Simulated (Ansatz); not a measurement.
One change: `NCB[TeH]` becomes `NCBCl`.

Ansatz, PBE0-D4/def2-TZVP geometries, multiplicity 1. Each molecule was computed in one conformer, which needn't be the lowest.

Elements past krypton have def2 core potentials.

| property | `NCB[TeH]` |
| --- | --- |
| size of the dipole moment (ωB97M-V/def2-TZVPP) / D | 1.56 |
| size of the dipole moment (PBE/def2-TZVPP) / D | 1.48 |
| HOMO–LUMO gap (ωB97M-V/def2-TZVPP) / eV | 9.45 |
| size of the dipole moment (B3LYP/def2-TZVPP) / D | 1.49 |
| LUMO energy (B3LYP/def2-TZVPP) / eV | -1.46 |
| HOMO–LUMO gap (B3LYP/def2-TZVPP) / eV | 5.02 |

**Question.** Give the same properties after the change, and the shifts. (Estimate.)

**Answer.** Computed: 
| property | `NCBCl` | shift |
| --- | --- | --- |
| size of the dipole moment (ωB97M-V/def2-TZVPP) / D | 1.76 | 0.20 |
| size of the dipole moment (PBE/def2-TZVPP) / D | 1.73 | 0.25 |
| HOMO–LUMO gap (ωB97M-V/def2-TZVPP) / eV | 10.27 | 0.82 |
| size of the dipole moment (B3LYP/def2-TZVPP) / D | 1.76 | 0.27 |
| LUMO energy (B3LYP/def2-TZVPP) / eV | -1.36 | 0.10 |
| HOMO–LUMO gap (B3LYP/def2-TZVPP) / eV | 5.39 | 0.37 |

With PBE0 the HOMO falls by 0.30 eV and the LUMO rises by 0.13 eV, so the gap widens by about 0.43 eV. PBE moves the HOMO by -0.20 eV and ωB97M-V by -0.56 eV. Dipoles are sizes alone; their direction can turn.

B3LYP here is the variant with VWN-RPA as its local correlation; programs differ in this.

Spin–orbit coupling is left out; it splits and shifts lone-pair levels of the heavy atoms by tenths of an eV.
